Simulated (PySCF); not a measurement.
# Structure revision by computed shifts

A compound C7H9FO gives the data below (simulated from a calculation) and was assigned the structure `O=C[C@@]12CC[C@@H]1C[C@H]2F`.

¹³C{¹H} NMR (computed): δ 203.4 (CH), 78.7 (CH), 54.4 (C), 35.3 (CH2), 33.4 (CH), 28.5 (CH2), 16.6 (CH2).

¹H NMR (400 MHz, computed): δ 9.88 (m, 1H), 5.57 (m, 1H), 2.83 (m, 1H), 2.55 (m, 1H), 2.53 (m, 1H), 2.37 (m, 1H), 2.11 (m, 1H), 2.05 (m, 1H), 1.88 (m, 1H).

- structure optimised with PBE0-D3(BJ)/def2-SVP
- PBE0/pcSseg-1 with gauge-including orbitals
- program: PySCF
- non-relativistic, single conformer, no solvent model

Referencing at the same level of theory: ¹H, ¹³C against TMS.

Question: Compare with the shifts computed for the proposed structure, pairing carbons in order of shift.

Answer: Atoms are numbered as in `[O:1]=[CH:2][C@@:3]12[CH2:4][CH2:5][C@@H:6]1[CH2:7][C@H:8]2[F:9]`. Each H is labelled by its parent atom.

```tsv
atom	computed for proposal	given list	difference
C2	201.2	203.4	-2.2
C8	94.2	78.7	+15.5
C3	54.6	54.4	+0.2
C7	38.7	35.3	+3.4
C6	35.1	33.4	+1.7
C5	24.3	28.5	-4.2
C4	18.5	16.6	+1.9
```

The rms difference is 6.3 ppm and the largest +15.5 ppm at C8 (sp3 CH bonded to F). The proposal doesn't fit.

Question: Which isomer fits?

Answer: `O=C[C@@]12CC[C@@H]1C[C@@H]2F`.

- Carbon types of the structure: 1 × C, 3 × CH, 3 × CH2, which accounts for all hydrogens.
- δC 203.4: aldehyde carbonyl carbon; the double bond to the heteroatom, with no lone-pair donor beside it, deshields it most.
- δC 78.7: sp3 CH bonded to F; pulled downfield by the heteroatom.
- δC 54.4: quaternary sp3 carbon α to a carbonyl; α to the electron-withdrawing carbonyl group.
- δH 9.88: hydrogen on an aldehyde carbonyl carbon; deshielded by the polar, anisotropic C=O bond.

The data come from this structure; uniqueness wasn't tested.

Splittings by ¹⁹F in the carbon and heteronuclear signals aren't shown, as no couplings were computed. Shifts are as computed. Against solution values, carbons near 30 ppm lie about +2 ppm off and those near 130 ppm about +5 ppm. Of 1211 compounds with measured shifts, 218 miss one by over three times the rms of a fit or turn the order of signals round; such compounds aren't used in these exercises. Multiplicities follow the n + 1 count of equivalent neighbours, as no J values were calculated; m marks all less simple cases, F and P coupling included.
